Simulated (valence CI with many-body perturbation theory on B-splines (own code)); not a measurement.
E1 line list for Dy⁵²⁺

Level of theory: valence CI with perturbative core correlation (CI+MBPT): four valence electrons over a frozen Dirac-Fock core [Ne], radial functions for each j: 11 s, 11 p, 10 d, 8 f, 5 g, 2 h, with the one-electron correlation potential Σ1 (screened to all orders), the two-electron term Σ2, the three-electron term Σ3, Breit, model QED; selected single and double excitations, second order for the rest, scaled by the run's own slope (own B-spline code, finite nucleus).

The last digits are not significant, and no measured levels were compared; by estimate large intervals hold to a few tenths of a per cent, small ones and those within an open d or f shell to about a per cent. Among the levels kept, up to 590 cm⁻¹ of a level comes from second order outside the variational space, and about a tenth of that is noise between levels of different J, which matters for small intervals.

Lines 201 to 250 of 567 in falling wavelength, among levels below 1191.7 eV, chosen from the strongest by gf and those to the six lowest levels. Wavelengths and rates use the calculated energies. Electric multipoles are in the length gauge, E1 and E2 with the static RPA response of the core. Weak lines are less certain than strong ones. Lines between different terms over intervals too small for the method are left out, as are lines whose strength nearly cancels. Where a level lies close to another of its J and parity, the split of strength between their lines is uncertain. The highest levels of a list are the least certain.

Levels are named by their leading jj configuration (3d3/2^4 stands for four electrons in 3d with j = 3/2), which in mixed levels can hold well under half, so a name can repeat and another be missing. Letters in brackets count levels of one name in rising energy.

```
λ vac (Å)                           Upper                           Lower   A (s⁻¹)  log gf  Branch %
    38.02      (3s 3p1/2 3p3/2^2) J=2 [a]          (3s^2 3p1/2 3p3/2) J=2  1.02e+10   -1.96       3.6
    37.92  (3s 3p1/2 3p3/2 3d3/2) J=1 [a]          (3s^2 3p1/2 3d3/2) J=2  6.51e+09   -2.38      18.9
    37.91  (3s 3p1/2 3p3/2 3d5/2) J=2 [a]          (3s^2 3p1/2 3d5/2) J=2  1.27e+11   -0.87      45.6
    37.81      (3s 3p3/2^2 3d3/2) J=1 [a]          (3s^2 3p3/2 3d3/2) J=0  1.82e+11   -0.93      12.7
    37.74      (3s 3p3/2^2 3d3/2) J=2 [a]          (3s^2 3p3/2 3d3/2) J=1  1.97e+11   -0.68      12.9
    37.67      (3s 3p3/2^2 3d3/2) J=1 [a]          (3s^2 3p3/2 3d3/2) J=1  1.44e+11   -1.04      10.1
    37.64      (3s 3p3/2^2 3d3/2) J=2 [a]          (3s^2 3p3/2 3d3/2) J=2  7.58e+10   -1.09       5.0
    37.62      (3s 3p3/2^2 3d3/2) J=3 [a]          (3s^2 3p3/2 3d3/2) J=2  2.01e+11   -0.53      17.7
    37.42  (3s 3p1/2 3p3/2 3d3/2) J=3 [a]          (3s^2 3p1/2 3d3/2) J=2  5.00e+09   -2.13      13.4
    37.29          (3s 3p3/2^2 3d5/2) J=5          (3s^2 3p3/2 3d5/2) J=4  2.21e+11   -0.29     100.0
    37.25  (3s 3p1/2 3p3/2 3d3/2) J=2 [b]          (3s^2 3p1/2 3d3/2) J=2  1.72e+10   -1.75       3.6
    37.09      (3s 3p1/2 3p3/2^2) J=2 [a]          (3s^2 3p1/2 3p3/2) J=1  2.67e+11   -0.56      95.9
    37.08   (3p1/2 3p3/2^2 3d5/2) J=1 [a]  (3s 3p1/2 3p3/2 3d5/2) J=2 [c]  1.86e+11   -0.94      15.6
    37.02   (3p1/2 3p3/2^2 3d5/2) J=4 [a]  (3s 3p1/2 3p3/2 3d5/2) J=3 [c]  4.68e+11   -0.06      47.5
    36.80   (3p1/2 3p3/2^2 3d3/2) J=1 [a]  (3s 3p1/2 3p3/2 3d3/2) J=1 [c]  3.36e+11   -0.69      22.5
    36.74   (3p1/2 3p3/2^2 3d5/2) J=3 [a]  (3s 3p1/2 3p3/2 3d5/2) J=3 [c]  1.21e+11   -0.77       9.5
    36.70       (3p1/2 3p3/2^2 3d5/2) J=5  (3s 3p1/2 3p3/2 3d5/2) J=4 [c]  4.04e+11   -0.05      65.4
    36.54      (3s 3p3/2^2 3d5/2) J=4 [a]          (3s^2 3p3/2 3d5/2) J=4  2.74e+11   -0.31      54.0
    36.46   (3p1/2 3p3/2^2 3d5/2) J=4 [b]  (3s 3p1/2 3p3/2 3d5/2) J=4 [c]  1.09e+11   -0.71       9.9
    36.44   (3p1/2 3p3/2^2 3d3/2) J=1 [b]  (3s 3p1/2 3p3/2 3d3/2) J=0 [b]  1.44e+11   -1.07       7.7
    36.42          (3s 3p3/2^2 3d3/2) J=4          (3s^2 3p3/2 3d3/2) J=3  5.15e+11   -0.04      43.5
    36.39          (3s 3p1/2 3p3/2^2) J=3          (3s^2 3p1/2 3p3/2) J=2  1.60e+11   -0.65      94.2
    36.21   (3p1/2 3p3/2^2 3d3/2) J=3 [a]  (3s 3p1/2 3p3/2 3d3/2) J=3 [c]  1.16e+11   -0.80       8.9
    36.21  (3s 3p1/2 3p3/2 3d3/2) J=2 [a]          (3s 3p1/2^2 3p3/2) J=1  1.63e+11   -0.79      63.5
    36.19       (3p1/2 3p3/2^2 3d5/2) J=0  (3s 3p1/2 3p3/2 3d5/2) J=1 [b]  6.47e+11   -0.90      57.1
    36.17       (3p1/2 3p3/2^2 3d3/2) J=0  (3s 3p1/2 3p3/2 3d3/2) J=1 [c]  8.11e+11   -0.80      53.1
    36.16   (3p1/2 3p3/2^2 3d5/2) J=3 [b]  (3s 3p1/2 3p3/2 3d5/2) J=2 [d]  1.26e+11   -0.76      11.1
    36.06   (3p1/2 3p3/2^2 3d3/2) J=3 [b]  (3s 3p1/2 3p3/2 3d3/2) J=2 [e]  6.63e+11   -0.04      35.5
    35.98  (3s 3p1/2 3p3/2 3d5/2) J=3 [b]          (3s^2 3p1/2 3d5/2) J=3  1.15e+11   -0.81      28.2
    35.96      (3s 3p3/2 3d3/2^2) J=2 [b]  (3s 3p1/2 3p3/2 3d5/2) J=1 [c]  9.75e+10   -1.02       5.7
    35.89   (3p1/2 3p3/2^2 3d5/2) J=4 [a]  (3s 3p1/2 3p3/2 3d5/2) J=4 [b]  6.37e+10   -0.96       6.5
    35.88   (3p1/2 3p3/2^2 3d5/2) J=2 [a]  (3s 3p1/2 3p3/2 3d5/2) J=1 [c]  2.12e+11   -0.69      16.2
    35.87      (3s 3p3/2^2 3d5/2) J=2 [a]          (3s^2 3p3/2 3d5/2) J=1  1.73e+11   -0.78      18.6
    35.79   (3p1/2 3p3/2^2 3d3/2) J=1 [b]  (3s 3p1/2 3p3/2 3d3/2) J=1 [d]  1.53e+11   -1.05       8.2
    35.76   (3p1/2 3p3/2^2 3d3/2) J=3 [a]  (3s 3p1/2 3p3/2 3d3/2) J=2 [d]  6.42e+10   -1.06       5.0
    35.75  (3s 3p1/2 3p3/2 3d5/2) J=4 [b]          (3s^2 3p1/2 3d5/2) J=3  4.87e+10   -1.08      28.2
    35.73   (3p1/2 3p3/2^2 3d3/2) J=2 [a]  (3s 3p1/2 3p3/2 3d3/2) J=2 [c]  3.57e+11   -0.47      31.2
    35.71       (3p1/2 3p3/2^2 3d3/2) J=4  (3s 3p1/2 3p3/2 3d3/2) J=3 [c]  5.69e+11   -0.01      49.5
    35.67   (3p1/2 3p3/2^2 3d3/2) J=2 [c]  (3s 3p1/2 3p3/2 3d3/2) J=1 [d]  2.80e+11   -0.57      18.6
    35.67   (3p1/2 3p3/2^2 3d5/2) J=4 [a]  (3s 3p1/2 3p3/2 3d5/2) J=3 [b]  1.09e+11   -0.73      11.1
    35.57      (3s 3p3/2 3d3/2^2) J=1 [b]              (3s^2 3d3/2^2) J=2  2.39e+11   -0.87       9.2
    35.55  (3s 3p1/2 3p3/2 3d5/2) J=2 [b]          (3s^2 3p1/2 3d5/2) J=3  1.39e+11   -0.88      30.1
    35.52   (3p1/2 3p3/2^2 3d5/2) J=1 [b]  (3s 3p1/2 3p3/2 3d5/2) J=2 [d]  4.22e+11   -0.62      27.7
    35.45      (3s 3p3/2^2 3d5/2) J=4 [b]          (3s^2 3p3/2 3d5/2) J=3  4.44e+11   -0.12      28.3
    35.44  (3s 3p1/2 3p3/2 3d3/2) J=0 [a]          (3s 3p1/2^2 3p3/2) J=1  4.78e+10   -2.05      91.6
    35.41   (3p1/2 3p3/2^2 3d5/2) J=3 [b]  (3s 3p1/2 3p3/2 3d5/2) J=2 [c]  1.21e+11   -0.80      10.7
    35.41   (3p1/2 3p3/2^2 3d5/2) J=3 [a]  (3s 3p1/2 3p3/2 3d5/2) J=3 [b]  2.24e+11   -0.53      17.7
    35.37             (3p1/2 3p3/2^3) J=1      (3s 3p1/2 3p3/2^2) J=1 [b]  8.27e+11   -0.33      43.4
    35.36   (3p1/2 3p3/2^2 3d5/2) J=2 [c]  (3s 3p1/2 3p3/2 3d5/2) J=2 [d]  1.46e+11   -0.86       7.0
    35.34       (3p1/2^2 3p3/2 3d5/2) J=2          (3s 3p1/2^2 3d5/2) J=2  2.36e+11   -0.66      50.2
```
